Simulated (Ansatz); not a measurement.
Reactions of `CC1[SiH2]C1=O`.

Calculated with Ansatz (gas phase, PBE0-D4/def2-TZVP geometries, no zero-point term in ΔE). CBS: MP2 limit from def2 TZ/QZ plus the TZ coupled-cluster correction, frozen cores. This one scheme is used for every species, atoms too. DFT in def2-TZVPP. Open shells (•) are unrestricted, without spin–orbit coupling. Spin–orbit coupling would lower the free atoms: a little for C, O, Si. Bonds to Se are less sure, by a few kJ/mol each and by 10 to 20 or more in all where they break to atoms, as the def2 sets lack core-valence functions. Scalar relativity is left out up to krypton. Each species was taken in one conformer, which may not be the lowest.

```tsv
reaction	ωB97M-V (kcal/mol)	HF/CBS(def2) (kcal/mol)	r2SCAN-D4 (kcal/mol)	CCSD(T)/CBS(def2) (kcal/mol)
`CC1[SiH2]C1=O` → `[SiH3]C1=CCO1`	4.0	-0.6	7.6	3.0
`CC1[SiH2]C1=O` + H₂ → `O=C1C[SiH2]1` + CH₄	-16.3	-21.5	-15.2	-15.6
`CC1[SiH2]C1=O` + `N=C(O)CO` → `COCC(=N)O` + `O=C1C[SiH2]1`	7.9	5.7	8.7	8.8
`CC1[SiH2]C1=O` + `ClB(Cl)[SeH]` → `C[Se]B(Cl)Cl` + `O=C1C[SiH2]1`	-0.4	-0.5	0.3	-0.6
`CC1[SiH2]C1=O` → 3 C• + 6 H• + O• + Si•	1016.8	723.7	1021.1	1011.9
`CC1[SiH2]C1=O` → `O=C1C[SiH2]1` + `[CH2]` (triplet)	104.8	68.0	99.9	104.6
```

Largest T1 diagnostic: 0.017, for `O=C1C[SiH2]1`.
